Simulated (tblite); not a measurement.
Parent: `[F:1][C:2]([F:3])([Cl:4])[C@H:5]1[CH2:6][O:7]1` with F1–C2–C5–C6 -167°, C3H3ClF2O.

The geometries are computed with GFN2-xTB (gas phase). One conformer each, not checked by frequencies here.

```tsv
coordinate of the parent	value
F1–C2	1.345 Å
C2–F3	1.352 Å
C2–Cl4	1.776 Å
C2–C5	1.517 Å
C5–C6	1.465 Å
C6–O7	1.396 Å
C5–O7	1.384 Å
F1–C2–F3	105.3°
F1–C2–Cl4	108.8°
F1–C2–C5	110.9°
F3–C2–Cl4	108.8°
F3–C2–C5	109.8°
Cl4–C2–C5	112.9°
C2–C5–C6	120.4°
C2–C5–O7	118.2°
C6–C5–O7	58.6°
C5–C6–O7	57.8°
C5–O7–C6	63.6°
```

Question: How does the shared frame change in `[CH3:1][O:2][C@:3]1([C:4]([F:5])([F:6])[Cl:7])[CH2:8][O:9]1` with C1–O2–C3–C4 -78°, O2–C3–C4–F5 -171°, C4H5ClF2O2? Atoms pair as F1 = F6, C2 = C4, F3 = F5, Cl4 = Cl7, C5 = C3, C6 = C8, O7 = O9 (parent first).

Answer: 
```json
{"parent": "F1–C2", "relative": "F6–C4", "value in the relative": "1.345 Å", "change": "0.000"}
{"parent": "C2–F3", "relative": "C4–F5", "value in the relative": "1.342 Å", "change": "-0.010"}
{"parent": "C2–Cl4", "relative": "C4–Cl7", "value in the relative": "1.779 Å", "change": "+0.003"}
{"parent": "C2–C5", "relative": "C4–C3", "value in the relative": "1.533 Å", "change": "+0.016"}
{"parent": "C5–C6", "relative": "C3–C8", "value in the relative": "1.468 Å", "change": "+0.003"}
{"parent": "C6–O7", "relative": "C8–O9", "value in the relative": "1.406 Å", "change": "+0.010"}
{"parent": "C5–O7", "relative": "C3–O9", "value in the relative": "1.387 Å", "change": "+0.003"}
{"parent": "F1–C2–F3", "relative": "F6–C4–F5", "value in the relative": "105.9°", "change": "+0.6"}
{"parent": "F1–C2–Cl4", "relative": "F6–C4–Cl7", "value in the relative": "108.7°", "change": "-0.1"}
{"parent": "F1–C2–C5", "relative": "F6–C4–C3", "value in the relative": "112.0°", "change": "+1.1"}
{"parent": "F3–C2–Cl4", "relative": "F5–C4–Cl7", "value in the relative": "108.8°", "change": "0.0"}
{"parent": "F3–C2–C5", "relative": "F5–C4–C3", "value in the relative": "111.6°", "change": "+1.8"}
{"parent": "Cl4–C2–C5", "relative": "Cl7–C4–C3", "value in the relative": "109.7°", "change": "-3.2"}
{"parent": "C2–C5–C6", "relative": "C4–C3–C8", "value in the relative": "118.8°", "change": "-1.6"}
{"parent": "C2–C5–O7", "relative": "C4–C3–O9", "value in the relative": "114.7°", "change": "-3.5"}
{"parent": "C6–C5–O7", "relative": "C8–C3–O9", "value in the relative": "58.9°", "change": "+0.3"}
{"parent": "C5–C6–O7", "relative": "C3–C8–O9", "value in the relative": "57.7°", "change": "-0.1"}
{"parent": "C5–O7–C6", "relative": "C3–O9–C8", "value in the relative": "63.4°", "change": "-0.2"}
```

Of the parent's bonds, C2–C5 changes most (+0.016 Å). Bonds of the relative outside the shared frame: C1–O2 1.430, O2–C3 1.364 Å. Point group C1 → C1.

Question: How does the shared frame change in `[CH3:1][C@:2]1([C:3]([F:4])([F:5])[Cl:6])[CH2:7][O:8]1` with C1–C2–C3–F4 -173°, C4H5ClF2O? Atoms pair as F1 = F4, C2 = C3, F3 = F5, Cl4 = Cl6, C5 = C2, C6 = C7, O7 = O8 (parent first).

Answer: 
| parent | relative | value in the relative | change |
| --- | --- | --- | --- |
| F1–C2 | F4–C3 | 1.342 Å | -0.003 |
| C2–F3 | C3–F5 | 1.350 Å | -0.002 |
| C2–Cl4 | C3–Cl6 | 1.783 Å | +0.007 |
| C2–C5 | C3–C2 | 1.523 Å | +0.006 |
| C5–C6 | C2–C7 | 1.470 Å | +0.005 |
| C6–O7 | C7–O8 | 1.401 Å | +0.005 |
| C5–O7 | C2–O8 | 1.392 Å | +0.008 |
| F1–C2–F3 | F4–C3–F5 | 105.7° | +0.4 |
| F1–C2–Cl4 | F4–C3–Cl6 | 108.2° | -0.6 |
| F1–C2–C5 | F4–C3–C2 | 112.7° | +1.8 |
| F3–C2–Cl4 | F5–C3–Cl6 | 108.3° | -0.5 |
| F3–C2–C5 | F5–C3–C2 | 110.3° | +0.5 |
| Cl4–C2–C5 | Cl6–C3–C2 | 111.4° | -1.5 |
| C2–C5–C6 | C3–C2–C7 | 118.1° | -2.3 |
| C2–C5–O7 | C3–C2–O8 | 114.9° | -3.3 |
| C6–C5–O7 | C7–C2–O8 | 58.6° | 0.0 |
| C5–C6–O7 | C2–C7–O8 | 57.9° | +0.1 |
| C5–O7–C6 | C2–O8–C7 | 63.5° | -0.1 |

Of the parent's bonds, C2–Cl4 and C5–O7 change most and about equally (+0.007 to +0.008 Å). Bonds of the relative outside the shared frame: C1–C2 1.510 Å. Point group C1 → C1.
